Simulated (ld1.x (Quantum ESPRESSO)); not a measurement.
Before and after: ultrasoft potential for boron (B)

```
Element                 : boron
Generator               : ld1.x (Quantum ESPRESSO) 7.5
Type                    : ultrasoft
Functional              : LDA (PZ)
Relativity              : non-relativistic
Frozen core             : [He]
Valence charge          : 3
Reference configuration : 2s2 2p1
Partial waves           : 2s (bound): rcut 1.10, rcutus 1.40 bohr; 2s channel at -0.2 Ry: rcut 1.10, rcutus 1.40 bohr; 2p (bound): rcut 1.55, rcutus 2.05 bohr; 2p channel at 1.15 Ry: rcut 1.55, rcutus 2.05 bohr
Local potential         : all-electron potential smoothed inside 1.05 bohr (lloc = -2)
Core correction         : Bessel-smoothed model core inside 0.65 bohr
Augmentation charge     : PSQ, radius 1.10 bohr
```

Change: waves 2s (bound): rcut 1.10, rcutus 1.24 bohr; 2s channel at -0.2 Ry: rcut 1.10, rcutus 1.24 bohr.

Cutoffs: the cutoffs (Ry, on a coarse ladder) from which the occupation-weighted sum of valence levels, in a spherical-Bessel basis at the reference potential, stays within 10 and 1 mRy of its value at 400 Ry; they do not see the model core or the augmentation charge, which bear on the density cutoff. Errors are all-electron minus pseudo energies relative to the spin-unpolarised reference configuration.

Q: What does the change do?

A: The potential gets harder (12 Ry and 18 Ry → 18 Ry and 25 Ry); of the 9 tests that both files solve, the error grows in 2 and shrinks in 2 by more than 15 % and 0.3 meV (median size 1.7 → 2.4 meV); neither file shows a bound ghost. A smaller radius makes the pseudo-wave follow the all-electron one further in, where it bends more sharply, so more plane waves are needed.

| quantity | base | changed |
| --- | --- | --- |
| cutoff, loose | 12 Ry | 18 Ry |
| cutoff, tight | 18 Ry | 25 Ry |
| loose cutoff by channel (10 mRy a level) | s 6 Ry, p 12 Ry | s 12 Ry, p 12 Ry |
| bound ghosts | none | none |
| error for 2s2 2p0, meV [ΔE 8.33 eV] | -1.7 | -1.3 |
| error for 2s1 2p0, meV [ΔE 33.63 eV] | +4.8 | +2.4 |
| error for 2s2 2p0.5, meV [ΔE 2.94 eV] | -0.2 | -0.1 |
| error for 2s0 2p3, meV [ΔE 11.39 eV] | +17 | +20 |
| error for 2s1 2p1, meV [ΔE 14.28 eV] | +5.1 | +4.8 |
| error for 2s2 2p1.3, meV [ΔE -0.77 eV] | 0.0 | 0.0 |
| error for 2s1 2p2, meV [ΔE 5.68 eV] | +4.2 | +4.8 |
| error for 2s2 2p1 (spin-polarised), meV [ΔE -0.24 eV] | +0.1 | +0.2 |
| error for 2s1 2p0 (spin-polarised), meV [ΔE 32.90 eV] | -0.3 | -3.3 |
| s: phases at 2.25 bohr within 0.05 rad from the reference energy up to (Ry; the scan ends near 5) | to the end of the scan | to the end of the scan |
| p: phases at 2.25 bohr within 0.05 rad from the reference energy up to (Ry; the scan ends near 5) | to the end of the scan | to the end of the scan |
| lowest overlap eigenvalue by channel | s 0.54, p 1.00 | s 0.57, p 1.00 |
